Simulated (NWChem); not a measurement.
# C4H8O; SMILES C1O[C@H](C1)C

```xyz
13

C     -0.0304    -1.8193    -0.2579
C      0.0012    -0.4759     0.4443
C      1.0814     0.5519     0.0332
C     -0.1163     1.4746    -0.2623
O     -1.0588     0.4101    -0.0073
H     -0.9707    -2.3402    -0.0445
H      0.0512    -1.6905    -1.3430
H      0.7976    -2.4525     0.0847
H     -0.0617    -0.6166     1.5341
H      1.7691     0.8784     0.8177
H      1.6548     0.2579    -0.8511
H     -0.2029     1.8623    -1.2849
H     -0.2401     2.3074     0.4439
```
Atoms are numbered in this order, from 1.

Level: B3LYP/6-31G* (spherical d) (NWChem), optimised geometry, unscaled harmonic frequencies. B3LYP is NWChem's, with the RPA form of VWN correlation.

List the harmonic frequencies with IR intensities, and the thermochemistry.


| frequency (cm⁻¹) | IR intensity (km/mol) |
|---|---|
| 91 | 1.7 |
| 238 | 0.5 |
| 331 | 2.1 |
| 434 | 2.6 |
| 715 | 0.9 |
| 810 | 0.6 |
| 882 | 14.5 |
| 892 | 12.1 |
| 952 | 1.0 |
| 980 | 3.8 |
| 1035 | 98.8 |
| 1104 | 32.1 |
| 1133 | 2.2 |
| 1169 | 2.1 |
| 1201 | 3.4 |
| 1236 | 0.7 |
| 1274 | 7.0 |
| 1306 | 1.8 |
| 1380 | 7.4 |
| 1407 | 17.2 |
| 1437 | 17.4 |
| 1512 | 3.7 |
| 1519 | 3.0 |
| 1527 | 3.0 |
| 1565 | 1.3 |
| 3011 | 71.8 |
| 3031 | 86.5 |
| 3046 | 12.0 |
| 3073 | 40.6 |
| 3086 | 28.6 |
| 3115 | 25.9 |
| 3124 | 26.0 |
| 3139 | 40.9 |

```json
{
  "zero_point_energy": "72.5 kcal/mol",
  "thermal correction to the enthalpy at 298.15 K (with zero-point energy)": "76.4 kcal/mol",
  "heat capacity Cv": "18.4 cal/(mol K)",
  "entropy at 298.15 K and 1 atm (symmetry number 1)": "72.8 cal/(mol K)",
  "dipole_moment": "1.83 D"
}
```

Rigid rotor and harmonic oscillator; modes under 100 cm⁻¹ make the entropy uncertain.
